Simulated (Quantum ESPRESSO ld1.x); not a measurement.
All-electron atom: Xe4+ in [Kr] 4d10 5s2 5p1.5 6s0.5 (fractional occupations, a model configuration). Method: Dirac Kohn-Sham, PBE, spin-unpolarised, spherical densities, point nucleus; open shells fill j = l - 1/2 first; computed with ld1.x of Quantum ESPRESSO 7.5.

Spin-orbit splittings of the eigenvalues, e(l+1/2) - e(l-1/2), with zeta = 2 splitting/(2l+1) and mean radii in bohr:

| shell | occ. | splitting (eV) | zeta (eV) | <r> j=l-1/2 | <r> j=l+1/2 |
|---|---|---|---|---|---|
| 2p | 6 | 324.7 | 216.4 | 0.09620 | 0.1020 |
| 3p | 6 | ? | ? | 0.2961 | 0.3078 |
| 3d | 10 | 13.04 | 5.214 | 0.2787 | 0.2823 |
| 4p | 6 | 12.34 | 8.226 | 0.7446 | 0.7720 |
| 4d | 10 | 2.012 | 0.8049 | 0.8630 | 0.8732 |
| 5p | 1.5 | 1.925 | 1.283 | 1.882 | 1.944 |
| 5d | 0 | 0.2470 | 0.09881 | 2.502 | 2.523 |
| 6p | 0 | 0.5503 | 0.3669 | 3.865 | 3.954 |

Estimate the 3p splitting.

Answer. 61.68 eV (zeta = 41.12 eV).
